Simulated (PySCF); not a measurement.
Correlation energy of Nb²⁺ (niobium, charge +2)

[Kr] 4d3, high-spin 4F determinant. Computed with PySCF 2.14 in def2-QZVPPD with the def2 core potential (28 electrons), with scalar relativity through the core potential. Frozen: nothing; 11 electrons correlated.

MP2 pair energies summed by pair of shells (mhartree):

```csv
pair,energy,share (%)
4p-4p,-107.31,38.3
4p-4d,-100.47,35.9
4s-4p,-36.61,13.1
4d-4d,-15.84,5.7
4s-4d,-13.04,4.7
4s-4s,-6.59,2.4
```

Total MP2 correlation energy: -279.85 mhartree.

Same-spin part -79.74 and opposite-spin part -200.11 mhartree; SCS-MP2 scales them by 1/3 and 6/5 to -266.72 mhartree.

The basis has no tight functions for the innermost shells, so their pair energies are far from complete.

This basis was not built for core-valence correlation, so the inner-shell part is incomplete.
